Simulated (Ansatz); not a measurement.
Born–Oppenheimer molecular dynamics of AlH7N2OSi (12 atoms, charge 0, multiplicity 1). It starts from a relaxed structure.

These are results of RKS PBE0-D4/def2-SVP (Ansatz 0.2.0), not measurements.

| Quantity | Value |
| --- | --- |
| ensemble | NVE (velocity Verlet) |
| time step | 0.5 fs |
| steps asked | 150 |
| starting velocities drawn for | 700 K |
| masses | H 2.014 u |
| seed | 453660 |

First frame:

```xyz
12
Properties=species:S:1:pos:R:3
Al -0.213 -0.241 0.122
N -0.149 0.012 1.869
H -0.906 0.356 2.447
H 0.666 -0.172 2.441
O 1.169 -0.834 -0.676
Si 2.498 -1.438 -1.415
H 2.148 -2.628 -2.252
H 3.126 -0.410 -2.304
H 3.521 -1.866 -0.408
N -1.664 0.100 -0.825
H -2.541 0.453 -0.463
H -1.733 -0.035 -1.827
```

(1) How far do the bonds stretch over the last three quarters of this one trajectory? (Pairs bonded in most of those frames.)

Answers

(1) 
| bond | mean (Å) | spread (Å) | shortest | longest |
| --- | --- | --- | --- | --- |
| Al1–N2 | 1.775 | 0.008 | 1.76 | 1.79 |
| Al1–O5 | 1.709 | 0.010 | 1.69 | 1.72 |
| Al1–N10 | 1.770 | 0.011 | 1.75 | 1.79 |
| N2–H3 | 1.015 | 0.008 | 1.00 | 1.03 |
| N2–H4 | 1.014 | 0.004 | 1.01 | 1.02 |
| O5–Si6 | 1.638 | 0.008 | 1.62 | 1.65 |
| Si6–H7 | 1.513 | 0.045 | 1.44 | 1.58 |
| Si6–H8 | 1.499 | 0.044 | 1.44 | 1.57 |
| Si6–H9 | 1.509 | 0.030 | 1.46 | 1.56 |
| N10–H11 | 1.013 | 0.020 | 0.98 | 1.05 |
| N10–H12 | 1.020 | 0.040 | 0.96 | 1.08 |

Mean temperature of the second half: 371 K. The conserved energy stayed within 0.16 meV per atom of its start (net change 0.1 meV per atom), so the integration is sound. Over the second half the temperature averaged 0.53 of the 700 K drawn at the start: a run that starts near a minimum puts about half its kinetic energy into the potential. A run of 0.075 ps of so small a system gives no equilibrium averages.

Time of the run: 8.2 min on 2 threads of Arm Neoverse V1 (shared host), peak memory 0.26 GiB.
